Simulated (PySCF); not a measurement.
# What a mistake does to a calculation on AlBFHN

All numbers below are calculated, not measured. They come from PySCF 2.14.0, an open-source quantum chemistry program, on an isolated molecule that a program drew, which may never have been made. The molecule is AlBFHN (charge 0, doublet), drawn as the SMILES string `B=[N][Al][F]`.

Each row is a Hartree-Fock (HF) and frozen-core CCSD(T) single point in the cc-pV(D+d)Z basis, meant for a local HF minimum. Run 1 is clean. Each other run has one planted mistake out of seven kinds, and not every kind appears here: one electron removed, one electron added, multiplicity raised by two, geometry at a saddle point, minimal basis STO-3G, one bond length entered in bohr, all coordinates scaled. The reference is restricted for singlets and unrestricted otherwise, and also for a bond in bohr. Adding or removing an electron swaps singlet and doublet. Electrons count all cores. HOMO and LUMO are orbital energies over both spins, the gradient is its largest component, and the lowest frequency (negative if imaginary) is given only where the gradient is small. Bond lengths are over the 4 bonds as drawn. T1 is the CCSD diagnostic: over 0.02 (restricted) or 0.045 (unrestricted) a single reference is doubtful.

Geometry of the clean run:
```xyz
5
AlBFHN, angstrom
B    -1.2156   -0.5499   -0.9025
N    -0.3123    0.2134   -0.5030
Al    0.9342    1.3602   -0.0133
F     1.9624    0.9395    1.2181
H    -2.0628   -1.2699   -1.2746
```

```
run,electrons,basis functions,<S^2>,HOMO (eV),LUMO (eV),gradient (hartree/bohr),lowest frequency (cm^-1),mean bond (Å),longest bond (Å),T1,HF (hartree),CCSD(T) (hartree),mistake
1,35,70,0.752,-8.94,1.02,3.1e-05,113,1.4606,1.763,0.0183,-421.18550,-421.67696,no fault
2,34,70,0.000,-17.42,-7.63,7.7e-02,-,1.4606,1.763,0.0200,-420.88036,-421.37003,one electron removed
3,35,70,3.763,-5.28,-0.90,1.3e-01,-,1.4606,1.763,0.0247,-421.00351,-421.45969,?
4,36,70,0.000,-0.48,7.16,6.8e-02,-,1.4606,1.763,0.0190,-421.17318,-421.70386,?
```

**Which mistake was planted in run 3, and what did it cost?**

Electrons, basis and geometry are unchanged, and <S^2> is 3.763, beside S(S+1) = 3.75 for a multiplicity of 4. So the mistake is: multiplicity raised by two. Subtracting run 1 and multiplying by 627.51 kcal/mol a hartree, the energy moved by 114.2 kcal/mol in HF and 136.3 kcal/mol in CCSD(T).

**Which mistake was planted in run 4, and what did it cost?**

It counts 36 electrons, one more than the clean run, at the same geometry and basis. So the mistake is: one electron added. Subtracting run 1 and multiplying by 627.51 kcal/mol a hartree, the energy moved by 7.7 kcal/mol in HF and -16.9 kcal/mol in CCSD(T).

